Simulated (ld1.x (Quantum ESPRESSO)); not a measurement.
**nitrogen (N), TM: configuration errors across variants**

* Element: N
* Generator: ld1.x (Quantum ESPRESSO) 7.5
* Type: norm-conserving Troullier–Martins (Kleinman–Bylander form)
* Functional: LDA (PZ)
* Relativity: non-relativistic
* Frozen core: [He]
* Valence charge: 5
* Reference configuration: 2s2 2p3
* Partial waves: 2p (bound): rc 1.75 bohr; 2s (bound): rc 0.85 bohr
* Local potential: the s channel
* Core correction: a·sin(br)/r model core inside 0.80 bohr

All-electron excitation energies from the reference (eV): (1) 2s2 2p2 13.737; (2) 2s2 2p1 42.712; (3) 2s2 2p0 89.879; (4) 2s2 2p3.3 -1.667; (5) 2s1 2p4 11.174; (6) 2s0 2p5 22.393; (7) 2s1 2p3 25.157; (8) 2s2 2p3 spin -2.893; (9) 2s2 2p2 spin 12.049.

Spin tests fill each open shell by Hund’s rule, majority spin first.

3 further variants failed, have other tests or another functional or relativity, and are left out.

Errors AE − PS in meV (a dash: test not solved or not reliable):

```tsv
change	(1)	(2)	(3)	(4)	(5)	(6)	(7)	(8)	(9)	bound ghosts
base	+23	+234	+1036	+0.2	+11	+47	-29	+181	+132	none
wave 2s (bound): rc 0.85 bohr becomes 2s (bound): rc 0.60 bohr	+27	+260	+1130	+0.4	+22	+97	-23	+190	+142	none
wave 2p (bound): rc 1.75 bohr becomes 2p (bound): rc 1.12 bohr	+4.3	+53	+291	0.0	+10	+42	+5.5	+247	+176	none
all radii but the core radius scaled by about 0.97 (s 0.82, p 1.70 bohr)	+21	+213	+952	+0.2	+12	+49	-25	+188	+136	none
local potential all-electron potential smoothed inside 0.85 bohr (lloc = -2)	+24	+238	+1047	+0.3	+11	+47	-28	+181	+132	none
local potential all-electron potential smoothed inside 1.15 bohr (lloc = -1)	+24	+237	+1042	+0.2	+11	+47	-29	+181	+132	none
type PAW; waves now 2s (bound): rcut 0.75, rcutus 0.85 bohr; 2s channel at 0.3 Ry: rcut 0.75, rcutus 0.85 bohr; 2p (bound): rcut 1.50, rcutus 1.75 bohr; 2p channel at 0.6 Ry: rcut 1.50, rcutus 1.75 bohr; local potential all-electron potential smoothed inside 1.55 bohr (lloc = -2); augmentation PSQ, inside the norm-conserving radii	+3.7	+4.7	-12	+0.3	+1.3	-1.6	-1.0	+17	+9.8	none
type RRKJ; local potential all-electron potential smoothed inside 1.10 bohr (lloc = -1)	+31	+297	+1272	+0.3	+9.1	+39	-41	+157	+119	none
```

Task: Give the same row for: core correction a·sin(br)/r model core inside 1.06 bohr.

Result: +24, +239, +1061, +0.2, +11, +48, -28, +216, +156; bound ghosts: none.
